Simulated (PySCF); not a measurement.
Vertical excitations of a molecule C4H5ClSi from TDDFT-PBE0/def2-SVPD (PySCF), as energy in eV (oscillator strength): 5.79 (0.000), 6.09 (0.013), 6.19 (0.001), 6.32 (0.007), 6.48 (0.130), 6.73 (0.016), 6.82 (0.005), 6.86 (0.003), 6.92 (0.025), 7.24 (0.043). Lowest triplet (TDA): 4.11 eV. Geometry: B3LYP-D3(BJ)/def2-SVP. Other conformers were not sampled.

Q: Which structure fits?
A) C#C/C=C\[SiH2]Cl
B) C=C(Cl)C#C[SiH3]
C) C#C/C(Cl)=C\[SiH3]
D) C#C[Si@H](Cl)C=C

A: D, C#C[Si@H](Cl)C=C
